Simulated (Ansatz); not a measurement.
Basis-set extrapolation for CH8O2Si2, SMILES `CO[SiH2]O[SiH3]` (PBE0-D4/def2-TZVP geometry, frozen core, Ansatz). Multiplicity 1, RHF reference.

```tsv
	def2-TZVPP	def2-QZVPP
HF	-770.360538	-770.389514
MP2 correlation	-0.892511	-0.961017
CCSD(T) correlation	-0.975589	not run
```

Energies in hartree. Use E(X) = E(∞) + A·exp(−7.88·√X) for Hartree–Fock and E(X) = E(∞) + B·X^(−2.97) for correlation, with X = 3 and 4, and add CCSD(T) minus MP2 of the smaller set to the MP2 limit.

Task: What is the CCSD(T) energy at the basis-set limit?

Result: HF limit: -770.389514 + (-0.028976) × 0.13774 = -770.39351. MP2 limit: -0.961017 + (-0.068506) × 0.74074 = -1.01176. Higher-order term: -0.975589 − (-0.892511) = -0.08308. Total: -771.48835 hartree, 399.7 kJ/mol below CCSD(T)/def2-TZVPP.
